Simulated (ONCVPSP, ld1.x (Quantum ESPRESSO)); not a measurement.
Potentials for germanium compared

Generated with ld1.x 7.5 (TM, RRKJ, ultrasoft, PAW), atompaw 4.2 or ONCVPSP 4.0.1. The cutoff is in Ry: for ld1.x and atompaw files where the sum of valence levels is converged to 10 mRy in a Bessel basis, for ONCV files where the hardest occupied wave has 1 mHa per electron of residual kinetic energy. The error is the largest all-electron minus pseudo excitation energy over each file’s own four to seven test configurations (ionisations up to +4, promotions, holes and added fractions of an electron), all of which were solved. The labels leave out finer settings (local radius, basis sizes, second energies), which also bear on the numbers. Spin-polarised tests are not counted. The rows are a selection from randomly drawn settings: files with unsolved tests, undetermined cutoffs or missed reference levels are left out.

A true bound ghost makes a file unfit for plane-wave use even where its test errors are small: the radial tests pick states by their node count and pass the ghost by.

```csv
potential,cutoff (Ry),largest error (meV),bound ghosts
"ONCV, LDA (Perdew-Zunger), scalar-relativistic, rc 1.80/2.15 (sp), local smoothed, core correction yes, reference 4s2 4p2, qcut 3.4/3.2, projectors 3/2",47,-180,s
"RRKJ, LDA (PZ), non-relativistic, rc 1.35/2.00 (sp), local s, core correction no, reference 4s2 4p2",40,+293,p
"ONCV, PBE, scalar-relativistic, rc 1.90/2.30/0.85 (spd), local d, core correction no, reference 3d10 4s2 4p1, qcut 3.1/2.9/21.3, projectors 3/2/0",316,-370,"s, p"
"PAW, PBEsol, scalar-relativistic, rc 2.05/1.70/1.90 (spd), local smoothed, core correction yes, reference 4s2 4p2",6,-340,d
"PAW, PBEsol, scalar-relativistic, rc 2.00/1.80 (sp), local smoothed, core correction yes, reference 4s2 4p2",6,-344,none
```

(1) Fill in the row for Ge: TM, LDA (PZ), scalar-relativistic, rc 1.25/2.25/0.90 (spd), local smoothed, core correction yes, reference 3d10 4s1 4p3.

(2) Fill in the row for Ge: RRKJ, PBE, scalar-relativistic, rc 1.25/1.95/0.75 (spd), local s, core correction no, reference 3d10 4s2 4p1.

## Answers

(1) cutoff 300 Ry, largest error -196 meV, bound ghosts: s.

(2) cutoff 300 Ry, largest error -849 meV, bound ghosts: p.
